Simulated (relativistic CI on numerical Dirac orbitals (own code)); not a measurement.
# Mn²⁺ in a cubic cluster: 3p photoemission with charge transfer

Computed with a charge-transfer multiplet model of a cubic metal-ligand cluster with up to one ligand hole, Slater and spin-orbit integrals from Dirac-Coulomb-Breit ions, Slater integrals scaled by 0.8. The ground state mixes d5 with configurations of k ligand holes L, whose averages lie at kΔ + k(k − 1)U_dd/2; a core hole lowers each added d electron by U_cd. 20 K, Lorentzian 0.9 eV and Gaussian 0.8 eV FWHM.

Atomic integrals in eV (Slater integrals scaled, ζ unscaled), ground: F2dd 8.204, F4dd 5.095, zeta_d 0.037; with the core hole: F2dd 9.143, F4dd 5.721, zeta_d 0.043, zeta_core 0.835, F2cd 9.879, G1cd 12.251, G3cd 7.459.

Cluster parameters (eV): U_dd = 6.3, U_cd = 7.3, 10Dq = 0.25, 10Dq(ligand) = 0.3, V(eg) = 1.65, V(t2g) = -0.88, final-state hopping factor = 1.

Weights, n_d and S are thermal averages at 20 K. Binding energies count from the first peak over 30 % of the highest in each spectrum, which can be another peak from case to case. The parameters are a model scan and need not match a compound or its usual spin state. Peaks in eV (height, largest 100): 0.0 (100), 5.1 (51), 7.5 (16), 8.9 (21), 16.4 (15), 18.3 (33), 24.7 (32).

Which parameters give this spectrum?
A. Δ = 1 eV
B. Δ = 2 eV
C. Δ = 3 eV

B. Δ = 2 eV; the ground state then has 5.20 d electrons and S = 2.50. The choice follows from running the model for each set and comparing peak positions and heights. The space is cut while the next configuration still counts.
